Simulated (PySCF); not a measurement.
Compound: C5H7BrSi2.
SMILES: `[Si@H](Br)(C#C)C#C[SiH2]C`

Theory: TDDFT PBE0/def2-SVPD, vertical, gas phase, core orbitals frozen in the response in PySCF 2.14.0, density-fitted response routines. Geometry: GFN2-xTB; no solvent, vibrations or thermal averaging. Relativistic effects, spin–orbit coupling among them, are left out although an element past zinc is present.

```tsv
state	E (eV)	E (kJ/mol)	λ (nm)	f	main configurations (H = HOMO, L = LUMO)
S1	5.35	516	231.7	0.0029	H-2→L (55%), H-1→L (15%), H→L (12%)
S2	5.49	530	225.7	0.048	H→L (66%), H-2→L+1 (12%)
S3	5.69	549	217.9	0.0035	H→L+1 (57%), H-1→L (11%)
S4	5.71	551	217.3	0.010	H-1→L (55%), H-2→L (28%)
S5	5.77	557	214.9	0.0083	H-3→L (42%), H-4→L (26%)
S6	5.92	572	209.3	0.012	H-4→L (44%), H-3→L (27%), H-2→L+1 (9%)
S7	6.14	592	201.9	0.017	H-1→L+1 (28%), H-5→L+2 (11%), H→L+2 (10%)
S8	6.16	595	201.2	0.0077	H-5→L (57%), H-3→L+1 (9%)
```

Triplets, Tamm–Dancoff:

```
state  E (eV)  λ (nm)  main configurations (H = HOMO, L = LUMO)
   T1    4.46   277.8                  H→L (42%), H-2→L+1 (14%)
   T2    4.77   260.0    H-1→L (26%), H-5→L (11%), H-5→L+3 (8%)
   T3    4.90   253.2                  H-2→L (40%), H→L+1 (14%)
```

The lowest singlet lies at 5.35 eV (232 nm, ultraviolet) and is very weak; its leading configuration is HOMO-2→LUMO (55%). The most intense listed level is S2 at 5.49 eV (226 nm, f = 0.048), 0.14 eV above S1. Löwdin shares by element: HOMO carbon 44% or more, bromine 42%; LUMO carbon 30% or more, silicon 20% or more, bromine 17% (atoms not listed hold the other 33%). Weighted by f, the mean energy of these states is 5.73 eV. Orbital energies (eV): HOMO-3 -8.57, HOMO-2 -8.38, HOMO-1 -8.31, HOMO -8.13, LUMO -1.44, LUMO+1 -0.86, LUMO+2 -0.14. The listed states span 0.81 eV, and the widest gap between neighbours is 0.22 eV (S6 to S7). Only the lowest 8 singlets were computed, as vertical energies without vibronic structure.
